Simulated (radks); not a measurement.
Values are calculated unless marked as measured or tabulated.
Sm4+, configuration [Kr] 4d10 4f4 5s2 5p5.5 6s0.5 (fractional occupations, a model configuration).

Level of theory: non-relativistic Kohn-Sham, BLYP, spin-polarised, spherical densities, point nucleus; open shells are filled with parallel spins first (spin-orbit coupling, left out, can overturn this in heavy ions); relativity is left out, which matters for an element this heavy (a radial shooting solver on a logarithmic mesh with Libxc functionals).

Energy parts (eV):
total: -273053.43
kinetic: 272981.86
electron-nucleus: -644435.95
Hartree: 104534.56
exchange-correlation: -6133.89

Orbitals (lengths in bohr, moments of r in powers of bohr):
orbital  occ.  eigenvalue (eV)      <r^4>      <r^2>
1s up       1        -44106.63  1.619e-06  0.0008008
1s down     1        -44106.58  1.619e-06  0.0008008
2s up       1        -7015.564  0.0002756    0.01278
2s down     1        -7015.487  0.0002756    0.01278
2p up       3        -6665.312  0.0001763   0.009522
2p down     3        -6665.244  0.0001763   0.009521
3s up       1        -1577.767    0.01046    0.08355
3s down     1        -1575.853    0.01043    0.08344
3p up       3        -1423.237   0.009641    0.07847
3p down     3        -1421.477   0.009609    0.07835
3d up       5        -1135.080   0.007088    0.06319
3d down     5        -1133.787   0.007055    0.06306
4s up       1        -354.3557     0.2541     0.4190
4s down     1        -350.4812     0.2546     0.4193
4p up       3        -294.6960     0.2916     0.4430
4p down     3        -290.8433     0.2926     0.4435
4d up       5        -188.7688     0.4110     0.5061
4d down     5        -184.9666     0.4147     0.5077
5s up       1         -84.3797      6.900      2.195
5s down     1         -82.3719      7.164      2.234
5p up       3         -66.7742      10.15      2.633
5p down   2.5         -65.0449      10.62      2.692
4f up       4         -60.7469      1.415     0.8056
4f down     0         -57.1733      1.551     0.8344
6s up     0.5         -31.5747      135.8      9.953
6s down     0         -30.9255      140.7      10.13

The highest occupied level is 6s up at -31.575 eV. The configuration is held as typed, so some empty levels lie below it. Spin moment in Bohr magnetons: 5. Virial ratio -V/T = 2.00026. Summed over all electrons, <r^2> = 37.18 bohr^2, which gives a Langevin (diamagnetic) susceptibility term of -29.4 x 10^-6 cm^3/mol. The density falls to 0.001 e/bohr^3 at r = 3.70 bohr. The spin density at the nucleus is 8.525 e/bohr^3 (1s -0.046, 2s -0.193, 3s -2.789, 4s 0.779, 5s 2.164, 6s 8.611). The electron density at the nucleus is 1.695e+05 e/bohr^3.
